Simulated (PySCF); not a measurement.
Below is a simulated gas-phase C 1s photoelectron spectrum of `C[C@H]1C[CH2][GaH][CH2]1`.

Every computed line was given a Gaussian of 0.8 eV full width at half maximum and an area set by the number of equivalent atoms; the highest printed point is 100. Level of theory: PySCF, delta-SCF UKS SCAN, pcX-2 on the ionised atom, pcseg-1 elsewhere, spin-free X2C.

```json
{"binding energy (eV)": "288.3", "intensity": "0"}
{"binding energy (eV)": "288.4", "intensity": "1"}
{"binding energy (eV)": "288.5", "intensity": "2"}
{"binding energy (eV)": "288.6", "intensity": "3"}
{"binding energy (eV)": "288.7", "intensity": "7"}
{"binding energy (eV)": "288.8", "intensity": "12"}
{"binding energy (eV)": "288.9", "intensity": "20"}
{"binding energy (eV)": "289.0", "intensity": "30"}
{"binding energy (eV)": "289.1", "intensity": "41"}
{"binding energy (eV)": "289.2", "intensity": "53"}
{"binding energy (eV)": "289.3", "intensity": "63"}
{"binding energy (eV)": "289.4", "intensity": "70"}
{"binding energy (eV)": "289.5", "intensity": "74"}
{"binding energy (eV)": "289.6", "intensity": "75"}
{"binding energy (eV)": "289.7", "intensity": "76"}
{"binding energy (eV)": "289.8", "intensity": "79"}
{"binding energy (eV)": "289.9", "intensity": "84"}
{"binding energy (eV)": "290.0", "intensity": "91"}
{"binding energy (eV)": "290.1", "intensity": "97"}
{"binding energy (eV)": "290.2", "intensity": "100"}
{"binding energy (eV)": "290.3", "intensity": "97"}
{"binding energy (eV)": "290.4", "intensity": "88"}
{"binding energy (eV)": "290.5", "intensity": "74"}
{"binding energy (eV)": "290.6", "intensity": "57"}
{"binding energy (eV)": "290.7", "intensity": "41"}
{"binding energy (eV)": "290.8", "intensity": "27"}
{"binding energy (eV)": "290.9", "intensity": "16"}
{"binding energy (eV)": "291.0", "intensity": "9"}
{"binding energy (eV)": "291.1", "intensity": "5"}
{"binding energy (eV)": "291.2", "intensity": "2"}
{"binding energy (eV)": "291.3", "intensity": "1"}
{"binding energy (eV)": "291.4", "intensity": "0"}
{"binding energy (eV)": "291.5", "intensity": "0"}
```

Task: How many maxima does the curve show, and how many computed lines lie under it?

Result: The curve has 1 maximum (at 290.2 eV). Under it lie 5 lines from 5 inequivalent carbon sites. At this width some lines have no maximum of their own.

Task: Decompose the envelope and assign each component. Numbering: `[CH3:1][C@H:2]1[CH2:3][CH2:4][GaH:5][CH2:6]1`.

Result: 
```json
{"position (eV)": "289.40", "relative area": "1", "line": "C 1s", "atoms": "C6", "environment": "ring CH2 carbon"}
{"position (eV)": "289.46", "relative area": "1", "line": "C 1s", "atoms": "C4", "environment": "ring CH2 carbon"}
{"position (eV)": "290.15", "relative area": "1", "line": "C 1s", "atoms": "C3", "environment": "ring CH2 carbon"}
{"position (eV)": "290.25", "relative area": "1", "line": "C 1s", "atoms": "C2", "environment": "sp3 CH carbon"}
{"position (eV)": "290.34", "relative area": "1", "line": "C 1s", "atoms": "C1", "environment": "methyl carbon"}
```

Task: What are the centre and the root-mean-square width of the whole band?

Result: The area-weighted mean of the lines is 289.92 eV. Their own spread about it is 0.40 eV (rms) and each Gaussian has σ = 0.8/2.355 = 0.34 eV; the variances add, which gives 0.53 eV.

Lowest listed C 1s: C6, bonded to C, 2 H and Ga. Highest, 0.94 eV above it: C1, bonded to C and 3 H. The widest gap between neighbouring values is 0.69 eV, between 289.46 and 290.15 eV. Summing the Pauling electronegativity differences to the bonded atoms, each weighted by its formal bond order, gives -1.44 for the lowest site and -1.05 for the highest; the largest sum, -0.35, belongs to C2, 0.09 eV below the top.

Shake-up satellites, vibrational structure and lifetime widths aren't simulated. The structure is a single PBE0-D3(BJ)/def2-SVP conformer in the gas phase; no vibrational or solvent corrections.
